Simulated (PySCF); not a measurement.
A structure optimised at ωB97X-D3(BJ)/def2-SVP, used in a PySCF frequency run:

```xyz
9

B     -1.0146     0.1147     0.3641
Ge     0.9399    -0.1020    -0.3355
H      1.1363    -1.4538    -1.0486
H      1.3081     0.9975    -1.3514
H      1.9657    -0.0467     0.8139
O     -1.3768    -0.2696     1.6186
H     -0.6474    -0.6159     2.1406
O     -2.0054     0.6324    -0.4127
H     -1.7083     0.9056    -1.2852
```
Charge 0, spin multiplicity 1.

Task: Write its SMILES and formula.

Result: O[B](O)[GeH3], BGeH₅O₂

Task: What are its rotational constants (standard atomic weights)?

Result: 8.9390, 2.4838, 1.9908 GHz
